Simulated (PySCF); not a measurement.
TPSS single point of singlet SrH₂ at its PBE0 minimum.

An equivalent PySCF input for this run (the driver started from the density of an earlier step):

```python
from pyscf import gto, scf, dft
mol = gto.M(atom='''
Sr     0.000000    -0.000000    -0.026791
H      1.917454    -0.000000     0.951893
H     -1.917454     0.000000     0.951893''',
    basis={'Sr': 'x2c-TZVPall', 'H': 'x2c-TZVPall'},
    nucmod='G',
    charge=0, spin=0)
mf = dft.RKS(mol, xc='TPSS')
mf.grids.atom_grid = (90, 434)
aux = {'Sr': 'AutoAux', 'H': 'AutoAux'}  # AutoAux: made from the orbital basis by basis_set_exchange (get_aux=1)
mf = mf.density_fit(auxbasis=aux).sfx2c1e()
mf.conv_tol = 1e-08
mf.diis_space = 10
mf.max_cycle = 60
mf.verbose = 4
mf.kernel()
```

Excerpt of the output:

```
init E= -3180.28813696953
  HOMO = -0.16908200705871  LUMO = -0.0774090774322254  gap/eV = 2.49455
cycle= 1 E= -3180.28902826429  delta_E= -0.000891  |g|= 0.0569  |ddm|= 0.0784
  HOMO = -0.16426686386556  LUMO = -0.0764781001959207  gap/eV = 2.38885
cycle= 2 E= -3180.28909452193  delta_E= -6.63e-05  |g|= 0.0382  |ddm|= 0.0388
  HOMO = -0.165875867337203  LUMO = -0.0762812032020115  gap/eV = 2.43799
cycle= 3 E= -3180.28917862095  delta_E= -8.41e-05  |g|= 0.00279  |ddm|= 0.0226
  HOMO = -0.165808891574093  LUMO = -0.0765561719569412  gap/eV = 2.42869
cycle= 4 E= -3180.28918080135  delta_E= -2.18e-06  |g|= 0.000328  |ddm|= 0.00484
  HOMO = -0.165862955506658  LUMO = -0.0765493675364901  gap/eV = 2.43035
cycle= 5 E= -3180.28918083347  delta_E= -3.21e-08  |g|= 0.000128  |ddm|= 0.00053
  HOMO = -0.165843380419242  LUMO = -0.0765473735983644  gap/eV = 2.42987
cycle= 6 E= -3180.28918083792  delta_E= -4.45e-09  |g|= 1.07e-05  |ddm|= 0.000142
  HOMO = -0.165842077530543  LUMO = -0.07654905050941  gap/eV = 2.42979
Extra cycle  E= -3180.28918083794  delta_E= -2e-11  |g|= 8.54e-06  |ddm|= 4.39e-05
converged SCF energy = -3180.28918083794
```

This run, together with those of the ionised and electron-attached species (not shown), took 17 s on 2 threads of a shared Intel Xeon Platinum 8259CL @ 2.50GHz (Skylake/Cascade Lake) host, with 75 basis functions; the process peaked at 0.81 GiB.
